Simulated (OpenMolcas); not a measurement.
# Cr3+: effect of correlating more closed shells

```
Program             : OpenMolcas 26.06
Basis               : ANO-RCC-VTZP [6s5p3d2f1g]
Scalar Hamiltonian  : DKH2, point nucleus
Active space        : 3 electrons in 5 orbitals (3d)
State averaging     : 2S+1 = 4 even, 10 roots; 2S+1 = 2 even, 40 roots
Spin-orbit coupling : RASSI with atomic mean-field integrals over the reference wave functions, term energies averaged over their components
```

Methods on the same reference wave functions:
A. CASSCF
B. MS-CASPT2, IPEA 0.25 Eh, imaginary shift 0.1 Eh (closed shells correlated: none)
C. MS-CASPT2, IPEA 0.25 Eh, imaginary shift 0.1 Eh (closed shells correlated: 3s 3p)
D. MS-CASPT2, IPEA 0.25 Eh, imaginary shift 0.1 Eh (closed shells correlated: 2s 2p 3s 3p)

Energies in eV above 3d3 4F 3/2, the measured ground level; measured values from Sugar and Corliss, J. Phys. Chem. Ref. Data 6, 317 (1977).

```
            Level       A       B       C       D  Measured
       3d3 4F 3/2  0.0000  0.0000  0.0000  0.0000    0.0000
       3d3 4F 5/2  0.0303  0.0305  0.0306  0.0306    0.0292
       3d3 4F 7/2  0.0720  0.0722  0.0723  0.0723    0.0689
       3d3 4F 9/2  0.1240  0.1242  0.1242  0.1242    0.1172
       3d3 4P 1/2  2.2122   2.004   1.811   1.803    1.7431
       3d3 4P 3/2  2.2259   2.016   1.824   1.816    1.7577
       3d3 2G 7/2  2.2531   2.063   1.874   1.874    1.8662
       3d3 4P 5/2  2.2608   2.053   1.860   1.851    1.7942
       3d3 2G 9/2  2.2966   2.107   1.918   1.919    1.9096
       3d3 2P 1/2  2.9723   2.574   2.447   2.443    2.4201
       3d3 2H 9/2  2.9768   2.835   2.661   2.665    2.6118
3d3 2P 3/2 [74 %]  2.9890   2.590   2.447   2.442          
      3d3 2H 11/2  3.0102   2.868   2.695   2.699    2.6434
    3d3 2D 3/2(1)  3.2390   2.814   2.610   2.604    2.5603
    3d3 2D 5/2(1)  3.2694   2.846   2.623   2.617    2.5620
       3d3 2F 7/2  5.1260   4.715   4.364   4.357    4.2604
       3d3 2F 5/2  5.1449   4.734   4.382   4.375    4.2844
    3d3 2D 5/2(2)  8.0081   7.128   6.839   6.826    6.5681
    3d3 2D 3/2(2)  8.0305   7.154   6.862   6.849    6.5888
```

Deviations, from unrounded energies. A percentage is the sum of absolute deviations over the sum of measured energies, with the sign that they share, or ± where signs differ.

```
                        Against measurement  Levels      A      B     C     D
             mean absolute deviation (cm-1)      17   4500   2100   570   540
      fine structure of the ground term (%)       3   +5.1   +5.3  +5.4  +5.4
other terms of the ground configuration (%)      14  +21.7  +10.0  +2.8  +2.6
```

D lies closest to measurement on these levels and A furthest from it. The largest miss of D in the table is 3d3 2D 3/2(2), by +2100 cm-1. The ranking rests on the paired levels alone, and a cruder setting can come out closer through cancelling errors.

Among B to D the level of the table that moves most is 3d3 2F 5/2, by 2900 cm-1 (lowest in D, highest in B). Moves below CASPT2's spread within the term are not significant.

The two smallest mean deviations differ by little beside CASPT2's spread within terms, so their order carries little weight.

From A to B the spin-free energies of the other terms of 3d3 shown, above 4F, scale by factors of 0.86 to 0.95, as is usual when dynamic correlation screens the repulsion within a d or f shell.

The lowest spin-free term lies below A's lowest term by 0.021 hartree in B, 0.336 hartree in C, 0.376 hartree in D.

What an inner shell adds also hangs on whether the basis holds functions to correlate it.

Term energies are means over components that CASPT2 splits; among the terms shown or strongly mixed into the levels shown the widest spread is 1000 cm-1 (3d3 4F, D). Without dynamic correlation excited terms often stand tens of per cent too high (terms of higher spin than the ground term too low), and those without a measured partner can miss by more than the paired ones (holds for A). Computed and measured levels are paired by configuration, term and J; levels that our copy of the source lacks, or whose pairing is in doubt (as where it misses far off the trend of its configuration), stay unpaired and out of the deviations. Levels of configurations outside the active space are missing.

A share in square brackets marks a mixed level and gives the weight of the term that names it, the lowest over the columns. A number in round brackets counts repeated terms of one configuration in the order of the reference energies.
